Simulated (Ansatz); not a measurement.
Input file for Ansatz (an electronic-structure program): R-r2SCAN/def2-TZVPP on H3NPb (SMILES [NH2][PbH]), a point of a torsion scan. Elements past Kr take the def2 small-core potentials; no spin–orbit coupling.

Ansatz 0.2 input:
```yaml
crystal:
  periodic: [false, false, false]
  atoms:
    - {symbol: N, position_ang: [-0.84570298, -0.16775052, -0.17315396]}
    - {symbol: Pb, position_ang: [1.23416082, -0.75402041, -0.30186255]}
    - {symbol: H, position_ang: [-1.57031720, -0.49150984, 0.44384610]}
    - {symbol: H, position_ang: [-0.99459346, 0.83147809, -0.24087716]}
    - {symbol: H, position_ang: [0.91020491, -2.53773742, -0.64038191]}
basis:
  gaussian:
    orbitals: def2-TZVPP
hamiltonian:
  xc: {name: r2SCAN}
scf: {lower_state_search: off}
```

Q: Give the final energy of this run.

A: -249.4912 hartree.
